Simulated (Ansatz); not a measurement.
A nudged elastic band was laid between two geometries of CH6BOSi (10 atoms, charge 1, multiplicity 1).

Level of theory: RKS PBE0-D4/6-31G* (Ansatz).

```json
{"movable images": "3", "climbing image": "yes", "spring": "5.0 eV/Å²", "optimiser": "quadratic models (default)", "start path": "through a guess of the saddle point", "force threshold": "0.05 eV/Å", "iteration limit": "60", "end points": "relaxed"}
```

Image 0:

```xyz
10
Properties=species:S:1:pos:R:3
B -0.687 0.139 -0.980
C 0.356 0.256 -0.020
O 1.507 1.123 0.129
Si -0.526 -0.974 0.924
H -1.205 0.496 -1.986
H 1.327 2.041 -0.163
H 2.302 0.781 -0.333
H -1.464 -0.826 -0.460
H -1.461 -0.633 2.017
H -0.149 -2.402 0.872
```

Image 4:

```xyz
10
Properties=species:S:1:pos:R:3
B -0.655 0.090 -1.009
C 0.338 0.281 -0.009
O 1.592 1.003 0.043
Si -0.545 -0.946 0.937
H -1.065 0.298 -2.103
H 1.507 1.883 0.468
H 2.003 1.105 -0.841
H -1.500 -0.780 -0.433
H -1.496 -0.555 1.997
H -0.177 -2.379 0.950
```

**Question.** What changes between the two ends?

**Answer.** No bond is made or broken. The dihedral B1–C2–O3–H7 goes from -88 to -26°.

**Question.** Give the energies along the band, and the barrier.

**Answer.** It converged. The highest image is number 2 of 0 to 4, 1.7 kcal/mol above the ends, which have the same energy within 2 meV. Another band between the same ends (5 images) ends at a top of the same energy, where a vibrational analysis finds 1 clearly imaginary mode. So few images can step over the top or miss a turn of the path. Limits of this set-up: the dipole of an ion depends on the origin.

```csv
image,path coordinate (Å),energy (kcal/mol),dihedral B1–C2–O3–H7 (°)
0,0.00,0.0,-88
1,0.95,0.6,-140
2,1.90,1.7,175
3,3.31,0.0,-114
4,4.72,0.0,-26
```

**Question.** What is the geometry of the highest image?

**Answer.** 
```xyz
10
Properties=species:S:1:pos:R:3
B -0.830 0.237 -0.937
C 0.280 0.355 -0.057
O 1.372 1.304 -0.031
Si -0.457 -1.006 0.824
H -1.417 0.600 -1.900
H 1.886 1.305 -0.866
H 1.975 1.207 0.733
H -1.516 -0.807 -0.446
H -1.283 -0.790 2.030
H -0.010 -2.406 0.650
```

The band took 42 iterations and of the order of 5 core-minutes.

The run took 5.4 min on 1 thread of Arm Neoverse V2, on a shared host, peak memory 0.14 GiB.
